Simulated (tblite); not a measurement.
Run record: molecular-dynamics run, `CCO[C@H]1CC=NC1`.

Computed with GFN2-xTB (tblite), gas phase: Langevin dynamics at 300 K from the optimised GFN2-xTB geometry, time step 0.5 fs, friction 0.01 fs⁻¹, 2000 steps. The input is one job of a driver script: a line of settings, then coordinates in Å. «temperature» is in K, «steps» counts time steps and «every» is the stride of the printed frames; «frames» go on to single points.

Command:
```bash
OMP_NUM_THREADS=1 python probes_run.py task.json out
```

Input:
```
{"job": {"kind": "md", "xc": "GFN2-xTB", "basis": "xTB", "temperature": 300, "steps": 2000, "every": 50, "frames": 5}, "charge": 0, "multiplicity": 1}
C     -2.947398     0.284605     0.304639
C     -1.692888    -0.369603    -0.251272
O     -0.588586     0.448264     0.065451
C      0.649510    -0.027420    -0.409154
C      1.691420     1.094772    -0.273987
C      2.717212     0.473481     0.626308
N      2.492240    -0.703391     1.006627
C      1.244754    -1.175059     0.462459
H     -2.866140     0.380098     1.383828
H     -3.818988    -0.316735     0.061745
H     -3.066375     1.277270    -0.120697
H     -1.769348    -0.480106    -1.345494
H     -1.565653    -1.374451     0.178646
H      0.537398    -0.356842    -1.453533
H      2.123703     1.396607    -1.227567
H      1.233401     1.967176     0.193879
H      3.604788     0.998294     0.942272
H      0.579460    -1.419251     1.294492
H      1.431687    -2.088458    -0.106217
```

Output:
```
t/fs     T/K      E/eV
    0.0   243.7   -691.88539
   25.0   179.1   -691.49429
   50.0   229.1   -691.42548
   75.0   173.1   -691.28731
  100.0   261.4   -691.32312
  125.0   344.8   -691.44876
  150.0   233.3   -691.26458
  175.0   257.3   -691.38407
  200.0   230.7   -691.45282
  225.0   188.2   -691.33730
  250.0   303.9   -691.51475
  275.0   279.6   -691.29808
  300.0   282.6   -691.40473
  325.0   275.9   -691.13797
  350.0   272.0   -691.31080
  375.0   235.0   -691.25054
  400.0   200.4   -691.27565
  425.0   216.2   -691.38723
  450.0   344.3   -691.44075
  475.0   294.1   -691.37897
  500.0   229.8   -691.19566
  525.0   315.2   -691.22650
  550.0   326.0   -691.21495
  575.0   263.5   -691.03976
  600.0   323.8   -691.09735
  625.0   474.9   -691.41164
  650.0   354.1   -691.05807
  675.0   433.5   -691.05591
  700.0   397.8   -691.23199
  725.0   315.8   -691.13211
  750.0   222.0   -690.99169
  775.0   225.4   -691.09627
  800.0   340.1   -691.31310
  825.0   270.1   -691.10732
  850.0   271.7   -691.26262
  875.0   271.6   -691.14183
  900.0   312.4   -691.21795
  925.0   309.8   -691.35621
  950.0   275.6   -691.27415
  975.0   184.7   -691.11968
 1000.0   311.1   -691.31518
```

E is the potential energy; T comes from the kinetic energy over all 3N coordinates.

Problem. Sum up the printed frames.

Solution. 41 frames over 1000 fs. T runs from 173 K (75 fs) to 475 K (625 fs), with a mean of 280 K over all frames and 306 K from 500 fs on. E starts at -691.885 eV, peaks 0.894 eV above that at 750 fs, and averages 0.702 eV above it from 500 fs on.

Problem. Give the last frame.

Solution. 0.35 Å rms from the start after alignment:
```
atom  x, y, z in Å
C1     -2.187    1.093   -0.596
C2     -1.105    0.010   -0.434
O3      0.095    0.707   -0.542
C4      1.306    0.098   -0.498
C5      2.377    1.210   -0.398
C6      2.963    0.888    0.991
N7      2.497   -0.153    1.500
C8      1.583   -0.834    0.685
H9     -2.305    1.673    0.395
H10    -3.170    0.647   -0.820
H11    -1.846    1.746   -1.407
H12    -1.184   -0.889   -1.115
H13    -1.246   -0.468    0.542
H14     1.419   -0.500   -1.413
H15     3.181    1.021   -1.137
H16     2.008    2.199   -0.517
H17     3.679    1.506    1.435
H18     0.639   -1.018    1.231
H19     2.046   -1.783    0.347
```

On Arm Neoverse V2, one thread, shared host, this took 9.4 s wall and 0.18 GiB of memory at its peak.
